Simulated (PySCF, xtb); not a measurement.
TeCl₂, SMILES Cl[Te]Cl.

Harmonic wavenumbers (cm⁻¹) from GFN2-xTB run with xtb at its own minimum, in rising order: 113, 344, 374.

Problem. What does PySCF with PBE-D3(BJ)/def2-TZVP give at its own minimum? (The exact figures need the calculation; the answer reports its results.)

Solution. 119, 351, 367. Paired by order, the mean absolute difference is 7 cm⁻¹ and the zero-point energies are 1.2 and 1.2 kcal/mol.
